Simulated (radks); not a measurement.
Results of a calculation; reference values are marked as such.
Q: The iodine ion I2+, 51 electrons, occupied as [Kr] 4d9 5s2 5p4 (not the ground configuration). Code: a radial shooting solver on a logarithmic mesh with Libxc functionals. Model: Dirac Kohn-Sham, PBE, spin-unpolarised, spherical densities, finite nucleus; open shells are shared between the two j in proportion to 2j + 1; Fermi nuclear charge, rms radius 4.75 fm. Some entries of the table are withheld. Estimate them.

| orbital | occ. | eigenvalue (hartree) | <r> (bohr) |
|---|---|---|---|
| 1s1/2 | 2 | -1212.314 | 0.02722 |
| 2s1/2 | 2 | (1) | 0.1167 |
| 2p1/2 | 2 | -176.6630 | 0.09846 |
| 2p3/2 | 4 | -165.6853 | 0.1041 |
| 3s1/2 | 2 | -38.87653 | 0.3137 |
| 3p1/2 | 2 | -34.10184 | 0.3039 |
| 3p3/2 | 4 | -32.03474 | 0.3155 |
| 3d3/2 | 4 | (2) | 0.2863 |
| 3d5/2 | 6 | (3) | 0.2900 |
| 4s1/2 | 2 | -7.68070 | 0.7361 |
| 4p1/2 | 2 | -6.00553 | 0.7671 |
| 4p3/2 | 4 | -5.59616 | 0.7943 |
| 4d3/2 | 3.6 | (4) | 0.8949 |
| 4d5/2 | 5.4 | (5) | 0.9053 |
| 5s1/2 | 2 | (6) | 1.822 |
| 5p1/2 | 1.33333 | (7) | (8) |
| 5p3/2 | 2.66667 | (9) | (10) |

A: 
(1) 2s1/2 eigenvalue (hartree): -188.2123
(2) 3d3/2 eigenvalue (hartree): -23.62505
(3) 3d5/2 eigenvalue (hartree): -23.19022
(4) 4d3/2 eigenvalue (hartree): -2.88975
(5) 4d5/2 eigenvalue (hartree): -2.82392
(6) 5s1/2 eigenvalue (hartree): -1.41240
(7) 5p1/2 eigenvalue (hartree): -1.00095
(8) 5p1/2 <r> (bohr): 2.075
(9) 5p3/2 eigenvalue (hartree): -0.94812
(10) 5p3/2 <r> (bohr): 2.151
